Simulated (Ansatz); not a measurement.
C3H9MoNOS2 (`C[O][Mo](=[S])(=[S])[N](C)C`). The species carries charge 0 and has multiplicity 1. Mo: def2 effective core potential. Geometry: relaxed with PBE0-D4/def2-TZVP. It is one conformer, not always the lowest.

```xyz
17

C    -0.610    0.727   -3.105
O    -0.416    0.244   -1.800
Mo    0.222    0.992   -0.224
S    -1.021    2.609    0.325
S     2.198    1.669   -0.541
N     0.183   -0.374    1.114
C    -0.934   -0.604    2.015
C     1.294   -1.269    1.393
H    -1.322    1.559   -3.104
H    -1.007   -0.086   -3.718
H     0.338    1.071   -3.530
H    -1.757    0.072    1.795
H    -1.289   -1.636    1.911
H    -0.620   -0.452    3.055
H     2.123   -1.085    0.712
H     0.971   -2.310    1.281
H     1.646   -1.127    2.422
```

(1) What is the dipole moment at B3LYP/def2-TZVPP? (Estimate.)

(2) And with PBE, r2SCAN, ωB97M-V? (Best estimate.)

(3) Give the Mulliken charges with B3LYP, ωB97M-V, r2SCAN in def2-TZVPP. (An estimate is asked.)

## Answers

(1) Ansatz gave: 3.47 D, with components (-0.86, -3.34, 0.36) D in this frame, pointing from negative to positive charge.

(2) Computed: PBE 3.59 D, r2SCAN 3.71 D, ωB97M-V 3.34 D.

(3) Ansatz gave: 
```json
{"atom": "C1", "B3LYP": "-0.08", "ωB97M-V": "-0.14", "r2SCAN": "0.04"}
{"atom": "O2", "B3LYP": "-0.49", "ωB97M-V": "-0.47", "r2SCAN": "-0.47"}
{"atom": "Mo3", "B3LYP": "0.97", "ωB97M-V": "0.75", "r2SCAN": "0.92"}
{"atom": "S4", "B3LYP": "-0.37", "ωB97M-V": "-0.28", "r2SCAN": "-0.38"}
{"atom": "S5", "B3LYP": "-0.37", "ωB97M-V": "-0.28", "r2SCAN": "-0.38"}
{"atom": "N6", "B3LYP": "-0.31", "ωB97M-V": "-0.30", "r2SCAN": "-0.28"}
{"atom": "C7", "B3LYP": "-0.13", "ωB97M-V": "-0.18", "r2SCAN": "-0.02"}
{"atom": "C8", "B3LYP": "-0.13", "ωB97M-V": "-0.18", "r2SCAN": "-0.02"}
{"atom": "H9", "B3LYP": "0.11", "ωB97M-V": "0.12", "r2SCAN": "0.07"}
{"atom": "H10", "B3LYP": "0.11", "ωB97M-V": "0.12", "r2SCAN": "0.06"}
{"atom": "H11", "B3LYP": "0.11", "ωB97M-V": "0.12", "r2SCAN": "0.07"}
{"atom": "H12", "B3LYP": "0.11", "ωB97M-V": "0.12", "r2SCAN": "0.07"}
{"atom": "H13", "B3LYP": "0.10", "ωB97M-V": "0.12", "r2SCAN": "0.06"}
{"atom": "H14", "B3LYP": "0.10", "ωB97M-V": "0.12", "r2SCAN": "0.06"}
{"atom": "H15", "B3LYP": "0.11", "ωB97M-V": "0.12", "r2SCAN": "0.07"}
{"atom": "H16", "B3LYP": "0.10", "ωB97M-V": "0.12", "r2SCAN": "0.06"}
{"atom": "H17", "B3LYP": "0.10", "ωB97M-V": "0.12", "r2SCAN": "0.06"}
```

B3LYP here is the variant with VWN-RPA as its local correlation; programs differ in this.
